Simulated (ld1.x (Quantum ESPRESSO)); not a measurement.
Building the TM potential for Rh (Z = 45) (PBE, fully relativistic).

Input for ld1.x (Quantum ESPRESSO) 7.5:

```
&input
   title='Rh', zed=45., rel=2, dft='PBE', iswitch=3,
   config='[Kr] 4d8 5s0.75 5p0.25', rel_dist='average',
   nld=5, rlderiv=3.30, eminld=-2.0, emaxld=5.0, deld=0.02
 /
 &inputp
   pseudotype=2, tm=.true., lloc=0,
   nlcc=.true., new_core_ps=.true., rcore=1.35,
   file_pseudopw='Rh.UPF', file_wfcaegen='ae.wfc', file_wfcncgen='nc.wfc', file_beta='beta', file_chi='chi'
 /
3
5P  2  1   0.25   0.00  3.05  3.05  0.0
4D  3  2   8.00   0.00  1.95  1.95  0.0
5S  1  0   0.75   0.00  2.30  2.30  0.0
 &test
   configts(1)='4d8 5s0.75 5p0.25'
 /
```

Command:

```bash
ld1.x < Rh.in > Rh.out
```

The program printed (shortened: banner, matrices, multipoles, cross overlaps and the repeated all-electron block are left out):

```
Program LD1 v.7.5
     --------------------------- All-electron run ----------------------------

     Rh
     dirac relativistic calculation

     atomic number is 45.00
     dft =PBE   lsd =0 sic =0 latt =0  beta=0.20 tr2=1.0E-14
     Exchange-correlation= PBE
                           (   1   4   3   4   0   0   0)
     mesh =1233 r(mesh) =  98.82371 a.u. xmin = -7.00 dx = 0.01250
     1 Ry =  13.60569312 eV, c = 137.03599908

     n l j   nl                  e(Ry)          e(Ha)          e(eV)
     Spin orbit split results
     1 0 0.5 1S 1( 2.00)     -1692.4432      -846.2216    -23026.8630
     2 0 0.5 2S 1( 2.00)      -245.3326      -122.6663     -3337.9207
     2 1 0.5 2P 1( 2.00)      -227.1427      -113.5714     -3090.4340
     2 1 1.5 2P 1( 4.00)      -216.5134      -108.2567     -2945.8149
     3 0 0.5 3S 1( 2.00)       -43.8705       -21.9353      -596.8889
     3 1 0.5 3P 1( 2.00)       -36.7524       -18.3762      -500.0415
     3 1 1.5 3P 1( 4.00)       -34.9238       -17.4619      -475.1627
     4 0 0.5 4S 1( 2.00)        -6.0951        -3.0475       -82.9279
     4 1 0.5 4P 1( 2.00)        -3.9364        -1.9682       -53.5577
     4 1 1.5 4P 1( 4.00)        -3.6502        -1.8251       -49.6632
     3 2 1.5 3D 1( 4.00)       -22.3255       -11.1627      -303.7538
     3 2 2.5 3D 1( 6.00)       -21.9649       -10.9824      -298.8476
     4 2 1.5 4D 1( 3.20)        -0.4887        -0.2444        -6.6496
     4 2 2.5 4D 1( 4.80)        -0.4598        -0.2299        -6.2565
     5 0 0.5 5S 1( 0.75)        -0.3405        -0.1703        -4.6330
     5 1 0.5 5P 1( 0.08)        -0.0875        -0.0438        -1.1908
     5 1 1.5 5P 1( 0.17)        -0.0795        -0.0398        -1.0820
     Averaged results
     1 0     1S 1( 2.00)     -1692.4432      -846.2216    -23026.8630
     2 0     2S 1( 2.00)      -245.3326      -122.6663     -3337.9207
     2 1     2P 1( 6.00)      -220.0565      -110.0283     -2994.0213
     3 0     3S 1( 2.00)       -43.8705       -21.9353      -596.8889
     3 1     3P 1( 6.00)       -35.5333       -17.7667      -483.4557
     4 0     4S 1( 2.00)        -6.0951        -3.0475       -82.9279
     4 1     4P 1( 6.00)        -3.7456        -1.8728       -50.9614
     3 2     3D 1(10.00)       -22.1091       -11.0546      -300.8100
     4 2     4D 1( 8.00)        -0.4714        -0.2357        -6.4137
     5 0     5S 1( 0.75)        -0.3405        -0.1703        -4.6330
     5 1     5P 1( 0.25)        -0.0822        -0.0411        -1.1182

     final scf error:  7.5E-15 reached in  29 iterations

     Etot =   -9569.994797 Ry,   -4784.997398 Ha, -130206.412393 eV

     Ekin =    9977.253759 Ry,    4988.626879 Ha,  135747.452850 eV
     Encl =  -23167.405770 Ry,  -11583.702885 Ha, -315208.613356 eV
     Eh   =    3897.728286 Ry,    1948.864143 Ha,   53031.294940 eV
     Exc  =    -277.571072 Ry,    -138.785536 Ha,   -3776.546827 eV

     normalization and overlap integrals

     s(1S/1S) =  1.000000  <r> =   0.0326  <r2> =    0.0014  r(max) =   0.0211
     s(2S/2S) =  1.000000  <r> =   0.1416  <r2> =    0.0237  r(max) =   0.1201
     s(2P/2P) =  1.000000  <r> =   0.1203  <r2> =    0.0178  r(max) =   0.0936
     s(2P/2P) =  1.000000  <r> =   0.1252  <r2> =    0.0191  r(max) =   0.0971
     s(3S/3S) =  1.000000  <r> =   0.3904  <r2> =    0.1746  r(max) =   0.3520
     s(3P/3P) =  1.000000  <r> =   0.3830  <r2> =    0.1708  r(max) =   0.3390
     s(3P/3P) =  1.000000  <r> =   0.3938  <r2> =    0.1802  r(max) =   0.3476
     s(4S/4S) =  1.000000  <r> =   0.9805  <r2> =    1.0902  r(max) =   0.8766
     s(4P/4P) =  1.000000  <r> =   1.0610  <r2> =    1.2917  r(max) =   0.9332
     s(4P/4P) =  1.000000  <r> =   1.0923  <r2> =    1.3697  r(max) =   0.9568
     s(3D/3D) =  1.000000  <r> =   0.3683  <r2> =    0.1623  r(max) =   0.2918
     s(3D/3D) =  1.000000  <r> =   0.3718  <r2> =    0.1652  r(max) =   0.2918
     s(4D/4D) =  1.000000  <r> =   1.5698  <r2> =    3.0738  r(max) =   1.1398
     s(4D/4D) =  1.000000  <r> =   1.5966  <r2> =    3.1890  r(max) =   1.1541
     s(5S/5S) =  1.000000  <r> =   3.2769  <r2> =   12.4808  r(max) =   2.6336
     s(5P/5P) =  1.000000  <r> =   5.1354  <r2> =   32.0013  r(max) =   3.7372
     s(5P/5P) =  1.000000  <r> =   5.3794  <r2> =   35.1098  r(max) =   3.9288

     ------------------------ End of All-electron run ------------------------

     --------------------- Generating NC pseudopotential ---------------------

      Generating local pot.: lloc=0, matching radius rcloc =   2.3000

      Computing core charge for nlcc:

       r > 1.36 : true rho core
      Core charge pseudized with two Bessel functions
      Integrated core pseudo-charge :  11.97

     Fully relativistic calculation: |psi|^2

     Wfc 5P LC norm =  0.99998681 SC norm =  0.00001307 missing  0.00000012

     Wfc 5P LC norm =  0.99998812 SC norm =  0.00000969 missing  0.00000219

     Wfc 4D LC norm =  0.99983422 SC norm =  0.00016577 missing  0.00000002

     Wfc 4D LC norm =  0.99983865 SC norm =  0.00016089 missing  0.00000046

      Wfc   5P  rcut= 3.060  Using Troullier-Martins method

      Wfc   5P  rcut= 3.060  Using Troullier-Martins method

      Wfc   4D  rcut= 1.951  Using Troullier-Martins method

      Wfc   4D  rcut= 1.951  Using Troullier-Martins method

     ------------------- End of pseudopotential generation -------------------

     Computing logarithmic derivative in   3.31881
     Computing logarithmic derivative in   3.31881
     Computing the partial wave expansion
       no projector for channel:   0
     R is outside the sphere for l=    1 j= 0.50
     R is outside the sphere for l=    1 j= 1.50
     R is outside the sphere for l=    2 j= 1.50
     R is outside the sphere for l=    2 j= 2.50

     ---------------------- Testing the pseudopotential ----------------------

     Rh
     dirac relativistic calculation

     atomic number is 45.00   valence charge is  9.00
     dft =PBE   lsd =0 sic =0 latt =0  beta=0.20 tr2=1.0E-14
     mesh =1233 r(mesh) =  98.82371 xmin = -7.00 dx = 0.01250

     n l  j  nl             e AE (Ry)       e PS (Ry)    De AE-PS (Ry)
     3 2 1.5 4D   1( 3.20)       -0.48873       -0.48873       -0.00000
     3 2 2.5 4D   1( 4.80)       -0.45984       -0.45985        0.00001
     1 0 0.5 5S   1( 0.75)       -0.34052       -0.34052        0.00000
     2 1 0.5 5P   1( 0.08)       -0.08752       -0.08752       -0.00000
     2 1 1.5 5P   1( 0.17)       -0.07952       -0.07952        0.00000

     eps = 3.5E-15  iter = 15

     Etot =   -9569.994797 Ry,   -4784.997398 Ha, -130206.412393 eV
     Etotps =   -65.593886 Ry,     -32.796943 Ha,    -892.450279 eV

     Ekin =      42.468688 Ry,      21.234344 Ha,     577.815941 eV
     Encl =     -67.075116 Ry,     -33.537558 Ha,    -912.603444 eV
     Ehrt =      41.974325 Ry,      20.987163 Ha,     571.089791 eV
     Ecxc =     -32.624111 Ry,     -16.312055 Ha,    -443.873641 eV
     (Ecc =     -20.772571 Ry,     -10.386286 Ha,    -282.625227 eV)
     Epseu=     -50.337673 Ry,     -25.168836 Ha,    -684.878926 eV

     ---------------------- End of pseudopotential test ----------------------
```

Generation and configuration tests took about 1.9 s on one core of a shared server CPU.
